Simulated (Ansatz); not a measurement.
Reaction (formal exchange of groups at a B–O bond): `OB(O)Br` + CH₄ → `CB(O)Br` + H₂O

Isolated molecules relaxed with PBE0-D4/def2-TZVP in Ansatz; ΔE leaves out vibrations. CCSD(T)/CBS adds triple-zeta CCSD(T) − MP2 to the extrapolated MP2 energy (def2 sets, frozen cores). This one scheme is used for every species. DFT in def2-TZVPP. B3LYP here is the variant with VWN-RPA as its local correlation; programs differ in this. HSE06 is defined as in plane-wave codes. For Br outer-core shells are correlated without core-valence functions, which leaves a few kJ/mol of doubt a bond. Scalar relativity is left out up to krypton. Each species was taken in one conformer, which may not be the lowest.

`OB(O)Br`:

Z-matrix (Å, degrees):
```
B
O 1 1.347
Br 1 1.936 2 117.8
O 1 1.354 2 121.5 3 -180.0
H 2 0.962 1 112.1 3 180.0
H 4 0.960 1 113.7 2 -180.0
```

CH₄:

Cartesian coordinates in Å:
```
C 0.000 0.000 0.000
H -0.264 -0.854 0.623
H 1.056 -0.055 -0.263
H -0.190 0.922 0.549
H -0.601 -0.013 -0.909
```

`CB(O)Br`:

Cartesian coordinates in Å:
```
C -0.165 0.987 -0.321
B 0.013 -0.472 0.183
O 1.143 -1.168 -0.032
Br -1.435 -1.348 1.162
H 0.721 1.346 -0.846
H -1.027 1.057 -0.991
H -0.378 1.658 0.516
H 1.127 -2.059 0.330
```

H₂O:

Cartesian coordinates in Å:
```
O 0.273 -0.047 0.273
H -0.453 0.580 0.276
H 0.180 -0.533 -0.549
```

```json
{"level": "LDA (SPW92)", "ΔE (kcal/mol)": "28.0", "difference from CCSD(T)/CBS": "1.2"}
{"level": "PBE-D4", "ΔE (kcal/mol)": "26.9", "difference from CCSD(T)/CBS": "0.1"}
{"level": "revPBE-D4", "ΔE (kcal/mol)": "26.6", "difference from CCSD(T)/CBS": "-0.2"}
{"level": "BLYP-D4", "ΔE (kcal/mol)": "28.5", "difference from CCSD(T)/CBS": "1.7"}
{"level": "r2SCAN-D4", "ΔE (kcal/mol)": "28.7", "difference from CCSD(T)/CBS": "1.9"}
{"level": "B97M-V", "ΔE (kcal/mol)": "29.2", "difference from CCSD(T)/CBS": "2.4"}
{"level": "PBE0-D4", "ΔE (kcal/mol)": "27.3", "difference from CCSD(T)/CBS": "0.5"}
{"level": "B3LYP-D4", "ΔE (kcal/mol)": "28.8", "difference from CCSD(T)/CBS": "2.0"}
{"level": "r2SCANh-D4", "ΔE (kcal/mol)": "28.7", "difference from CCSD(T)/CBS": "1.9"}
{"level": "r2SCAN0-D4", "ΔE (kcal/mol)": "28.7", "difference from CCSD(T)/CBS": "1.9"}
{"level": "HSE06-D4", "ΔE (kcal/mol)": "27.3", "difference from CCSD(T)/CBS": "0.5"}
{"level": "BHLYP-D4", "ΔE (kcal/mol)": "29.6", "difference from CCSD(T)/CBS": "2.8"}
{"level": "CAM-B3LYP-D4", "ΔE (kcal/mol)": "29.5", "difference from CCSD(T)/CBS": "2.7"}
{"level": "ωB97X-V", "ΔE (kcal/mol)": "28.1", "difference from CCSD(T)/CBS": "1.3"}
{"level": "ωB97M-V", "ΔE (kcal/mol)": "28.2", "difference from CCSD(T)/CBS": "1.4"}
{"level": "B2PLYP", "ΔE (kcal/mol)": "29.0", "difference from CCSD(T)/CBS": "2.2"}
{"level": "PBE", "ΔE (kcal/mol)": "27.3", "difference from CCSD(T)/CBS": "0.5"}
{"level": "revPBE", "ΔE (kcal/mol)": "27.1", "difference from CCSD(T)/CBS": "0.3"}
{"level": "BLYP", "ΔE (kcal/mol)": "29.2", "difference from CCSD(T)/CBS": "2.4"}
{"level": "r2SCAN", "ΔE (kcal/mol)": "28.8", "difference from CCSD(T)/CBS": "2.0"}
{"level": "B3LYP", "ΔE (kcal/mol)": "29.4", "difference from CCSD(T)/CBS": "2.6"}
{"level": "r2SCANh", "ΔE (kcal/mol)": "28.8", "difference from CCSD(T)/CBS": "2.0"}
{"level": "r2SCAN0", "ΔE (kcal/mol)": "28.8", "difference from CCSD(T)/CBS": "2.0"}
{"level": "HSE06", "ΔE (kcal/mol)": "27.7", "difference from CCSD(T)/CBS": "0.9"}
{"level": "BHLYP", "ΔE (kcal/mol)": "30.2", "difference from CCSD(T)/CBS": "3.4"}
{"level": "CAM-B3LYP", "ΔE (kcal/mol)": "29.9", "difference from CCSD(T)/CBS": "3.1"}
{"level": "LC-ωPBE", "ΔE (kcal/mol)": "28.0", "difference from CCSD(T)/CBS": "1.2"}
{"level": "HF/def2-SVP", "ΔE (kcal/mol)": "34.3", "difference from CCSD(T)/CBS": "7.5"}
{"level": "CCSD(T)/def2-SVP", "ΔE (kcal/mol)": "33.0", "difference from CCSD(T)/CBS": "6.2"}
{"level": "HF/def2-TZVPP", "ΔE (kcal/mol)": "31.3", "difference from CCSD(T)/CBS": "4.5"}
{"level": "MP2/def2-TZVPP", "ΔE (kcal/mol)": "27.8", "difference from CCSD(T)/CBS": "1.0"}
{"level": "SCS-MP2/def2-TZVPP", "ΔE (kcal/mol)": "28.4", "difference from CCSD(T)/CBS": "1.6"}
{"level": "CCSD/def2-TZVPP", "ΔE (kcal/mol)": "28.2", "difference from CCSD(T)/CBS": "1.4"}
{"level": "CCSD(T)/def2-TZVPP", "ΔE (kcal/mol)": "27.9", "difference from CCSD(T)/CBS": "1.1"}
{"level": "HF/def2-QZVPP", "ΔE (kcal/mol)": "31.2", "difference from CCSD(T)/CBS": "4.4"}
{"level": "MP2/def2-QZVPP", "ΔE (kcal/mol)": "27.1", "difference from CCSD(T)/CBS": "0.3"}
{"level": "SCS-MP2/def2-QZVPP", "ΔE (kcal/mol)": "27.8", "difference from CCSD(T)/CBS": "1.0"}
{"level": "HF/CBS(def2)", "ΔE (kcal/mol)": "31.2", "difference from CCSD(T)/CBS": "4.4"}
{"level": "MP2/CBS(def2)", "ΔE (kcal/mol)": "26.6", "difference from CCSD(T)/CBS": "-0.2"}
{"level": "CCSD/CBS(def2)", "ΔE (kcal/mol)": "27.1", "difference from CCSD(T)/CBS": "0.3"}
{"level": "CCSD(T)/CBS", "ΔE (kcal/mol)": "26.8", "difference from CCSD(T)/CBS": "0"}
```

Largest T1 diagnostic among the species: 0.010.

From BLYP to BHLYP (50 % exact exchange), in def2-TZVPP and without D4, ΔE moves by +0.9 kcal/mol. In def2-TZVPP, CCSD(T) changes the Hartree–Fock value by −3.4 kcal/mol (the triples alone add −0.3 kcal/mol) and MP2 by −3.5 kcal/mol.
